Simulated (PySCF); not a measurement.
# C6H10N: g tensor and hyperfine couplings

Species: C6H10N (doublet state).
Geometry (GFN2-xTB, Å), atoms numbered from 1 in this order:
```xyz
17
C6H10N angstrom
C      3.2602   -0.3343    0.5172
C      2.0994   -0.2263   -0.2007
N      0.9416   -0.0869    0.3929
C     -0.2233    0.0220   -0.3727
C     -1.3703   -0.9342    0.0584
C     -2.3446    0.2469    0.1038
C     -1.1506    1.2030    0.0268
H      4.2107   -0.4491    0.0298
H      3.2327   -0.3032    1.5909
H      2.1564   -0.2582   -1.2991
H     -0.0441   -0.0141   -1.4618
H     -1.1655   -1.3556    1.0389
H     -1.5935   -1.7306   -0.6473
H     -2.9620    0.3236    0.9953
H     -2.9832    0.2998   -0.7760
H     -1.2092    2.0073   -0.7025
H     -0.8617    1.6019    0.9952
```

The hyperfine couplings belong to this conformer and change with its torsions.

The species is `C=C[N]C1CCC1` [radical].

Level of theory: PySCF 2.14.0, UKS B3LYP, pcH-1 on C H N, non-relativistic, mean-field spin-orbit, GIAO. One conformer (not necessarily the lowest) at the GFN2-xTB geometry, without solvent, vibrations or thermal averaging. Couplings are sensitive to structure, and on GFN2-xTB geometries they can be far from those on DFT ones. The SCF solution wasn't tested for stability. ⟨S²⟩ is 0.776 where a pure state has 0.75.

```json
{
  "g1, g2, g3": "2.00213, 2.00309, 2.00525",
  "g_iso": "2.00349",
  "Form of g": "rhombic: the two nearest values differ by 31 % of g3 − g1",
  "⟨S²⟩": "0.7756 (exact 0.7500)",
  "α and β electrons": "27, 26",
  "HOMO–LUMO gap, α and β orbitals": "6.63, 4.03 eV",
  "Total energy": "-289.34275 Eh",
  "Basis functions": "275"
}
```

Hyperfine couplings atom by atom, in MHz; T1 to T3 are the principal values of the dipolar part:

```tsv
atom	isotope	a_iso	T1	T2	T3	Mulliken spin population
C1	13C	55.0	-54.2	-52.6	106.8	0.72
C2	13C	-48.6	-29.3	11.2	18.2	-0.23
N3	14N	20.1	-24.4	-23.9	48.4	0.52
C4	13C	-23.5	-2.0	-0.6	2.6	-0.04
C5	13C	47.2	-4.9	-4.5	9.5	0.05
C6	13C	-2.9	-0.6	0.0	0.6	0.00
C7	13C	46.2	-4.8	-4.4	9.3	0.05
H8	1H	-43.8	-26.4	-0.8	27.2	-0.03
H9	1H	-42.6	-22.8	-2.0	24.8	-0.03
H10	1H	9.6	-5.4	-0.3	5.8	0.01
H11	1H	0.7	-3.1	-2.4	5.5	0.00
H12	1H	-3.6	-4.2	-1.0	5.1	0.00
H13	1H	3.5	-2.7	-1.1	3.9	0.00
H14	1H	-0.3	-1.1	-0.6	1.7	0.00
H15	1H	0.0	-1.1	-0.6	1.8	0.00
H16	1H	3.4	-2.7	-1.1	3.8	0.00
H17	1H	-3.5	-4.1	-1.0	5.1	0.00
```

Largest spin populations (Mulliken): C1 (+0.72), N3 (+0.52) and C2 (-0.23). The positive populations add up to 1.34 and the negative ones to -0.34, together 2S = 1. The angles at C1 add up to 360.0°, so it is planar; its axial dipolar tensor and the negative couplings of its protons fit spin in a p orbital normal to that plane.

The SMILES `C=C[N]C1CCC1` draws the unpaired electron on N3, whose computed spin population is only +0.52.

Axes: g2 points within 2° of the C2–H10 bond.

Under fast tumbling the dipolar parts average out, and these isotropic splittings remain: 1 × 1H (H8, I = 1/2, 2 lines) with 1.56 mT, 1 × 1H (H9, I = 1/2, 2 lines) with 1.52 mT, 1 × 14N (N3, I = 1, 3 lines) with 0.72 mT, 1 × 1H (H10, I = 1/2, 2 lines) with 0.34 mT, 2 × 1H (H12/H17, I = 1/2, 3 lines) with 0.13 mT and 2 × 1H (H13/H16, I = 1/2, 3 lines) with 0.12 mT.

Means are taken over nuclei equivalent by connectivity, which assumes that they swap fast.

The 13C coupling of C1 (55.0 MHz) shows only in satellite lines or after enrichment, since that isotope makes up about 1.07 % of natural carbon.

β density exceeds α density at some nuclei, such as C2 (-0.0432), C4 (-0.0209) and H8 (-0.0098), spin density in bohr⁻³. In a single determinant that takes different orbitals for the two spins, that is spin polarisation.
